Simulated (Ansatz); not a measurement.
`CB(N)Cl` → `NBCl` + `[CH2]` (triplet) at 500 K and 1 bar (formal loss of a carbene).

Isolated molecules relaxed with PBE0-D4/def2-TZVP in Ansatz; ΔE leaves out vibrations. CBS: MP2 limit from def2 TZ/QZ plus the TZ coupled-cluster correction, frozen cores. This one scheme is used for every species. Triplets are unrestricted, without spin–orbit coupling. One conformer a species, not always the lowest.

```json
{"species": "`CB(N)Cl`", "CCSD(T)/CBS energy (Eh)": "-580.44617", "H − E (kJ/mol)": "219.9", "S (J/(mol·K))": "357.6"}
{"species": "`NBCl`", "CCSD(T)/CBS energy (Eh)": "-541.16722", "H − E (kJ/mol)": "135.0", "S (J/(mol·K))": "303.4"}
{"species": "`[CH2]` (triplet)", "CCSD(T)/CBS energy (Eh)": "-39.09499", "H − E (kJ/mol)": "62.7", "S (J/(mol·K))": "213.9"}
```

H − E and S are ideal-gas, rigid-rotor, harmonic terms from PBE0-D4/def2-TZVP, for one conformer and one mirror image of each species, with the whole ground term of open shells counted as degenerate. 1 Eh = 2625.50 kJ/mol, R = 8.31446 J/(mol·K).

Question: By hand: ΔE, ΔH, ΔS and ΔG.

Answer: ΔE = (-541.16722) + (-39.09499) − (-580.44617) = 0.18396 Eh = 483.0 kJ/mol. Δ(H − E) = 135.0 + 62.7 − 219.9 = -22.2, so ΔH = 460.8 kJ/mol. ΔS = 303.4 + 213.9 − 357.6 = 159.7 J/(mol·K). ΔG = 460.8 − 500 × (159.7)/1000 = 381.0 kJ/mol.

Question: By hand: the equilibrium constant, and the temperature at which ΔG would vanish if ΔH and ΔS stayed fixed.

Answer: log₁₀ K = −ΔG/(RT ln 10) = -39.8. ΔG = 0 at ΔH/ΔS = 2885 K, far beyond where these terms or the molecules hold.

The number of gas molecules changes by +1, which sets the sign of ΔS. A doubt of 5 kJ/mol in ΔE shifts log₁₀ K by 0.5 here. Other conformers and mirror images would add mixing entropy, several J/(mol·K) or more a flexible species. A triplet takes part, so the spin changes. These are equilibria of isolated gas molecules and say nothing of rates. Largest T1 diagnostic: 0.011 (customary marks: 0.02 for closed shells, 0.045 for open ones).
